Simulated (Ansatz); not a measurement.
`CB(F)CO` → `CBC(O)F`  (isomerisation)

Computed with Ansatz on PBE0-D4/def2-TZVP structures; ΔE is electronic, products minus reactants. CCSD(T)/CBS adds triple-zeta CCSD(T) − MP2 to the extrapolated MP2 energy (def2 sets, frozen cores). DFT in def2-TZVPP. B3LYP here is the variant with VWN-RPA as its local correlation; programs differ in this. One conformer a species, not always the lowest.

CCSD(T)/CBS gives +207.2 kJ/mol.

Task: Another level gave +212.3 kJ/mol. Which?
A. MP2/def2-TZVPP
B. SCS-MP2/def2-TZVPP
C. B3LYP/def2-TZVPP
D. PBE/def2-TZVPP

Result: A. MP2/def2-TZVPP 212.3, B3LYP 201.5, PBE 196.4, SCS-MP2/def2-TZVPP 207.3 kJ/mol.

Largest T1 diagnostic among the species: 0.012.

From PBE to PBE0 (25 % exact exchange), in def2-TZVPP and without D4, ΔE moves by +6.7 kJ/mol.

CCSD(T)/CBS has its own doubt, a few kJ/mol and more with outer-core shells, so smaller differences from it don't rank the levels.
